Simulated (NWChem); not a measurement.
# GeSiH4Cl2; SMILES [Cl][GeH]([SiH3])[Cl]

All runs: NWChem. Pople sets run with spherical d functions. Structure relaxed at the PBE-D3(BJ)/def2-SVP level.

Estimate the computed values for PBE/6-31G*. Quantities: highest occupied level (eV); orbital gap (eV); dipole (D).


* **highest occupied level (eV)**: -7.07
* **orbital gap (eV)**: 5.08
* **dipole (D)**: 2.79
